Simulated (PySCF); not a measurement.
M06 on O⁻ (oxygen, charge -1), [He] 2s2 2p5, 2P determinant. Calculation: PySCF 2.14, in x2c-TZVPPall with one added diffuse shell each of s, p, d type (6s4p3d1f, 40 functions); scalar relativity by spin-free X2C-1e.

```
cycle= 1 E= -75.164901210949  delta_E= -0.00787  |g|= 0.0158  |ddm|= 0.11
cycle= 2 E= -75.1649698132117  delta_E= -6.86e-05  |g|= 0.01  |ddm|= 0.0251
cycle= 3 E= -75.1649777931815  delta_E= -7.98e-06  |g|= 0.0103  |ddm|= 0.0111
cycle= 4 E= -75.1650215624493  delta_E= -4.38e-05  |g|= 0.000778  |ddm|= 0.00632
cycle= 5 E= -75.165023616811  delta_E= -2.05e-06  |g|= 0.000374  |ddm|= 0.00338
cycle= 6 E= -75.1650237975701  delta_E= -1.81e-07  |g|= 1.49e-05  |ddm|= 0.00115
cycle= 7 E= -75.1650237976886  delta_E= -1.18e-10  |g|= 1.29e-06  |ddm|= 2.01e-05
converged SCF energy = -75.1650237976886  <S^2> = 0.76429997  2S+1 = 2.0142492
```

Highest occupied orbital energy: 1.370 eV; ⟨L²⟩ = 2.02; populations by l: s 4.00, p 5.00, d 0.00, f 0.00.

(1) Can this result be used?

## Answers

(1) With care. The calculation finished and met its thresholds. At M06 the highest occupied level has a positive energy, so only the finite basis holds that electron; in a semilocal or global hybrid functional this comes from self-interaction and does not mean that the real anion is unbound.
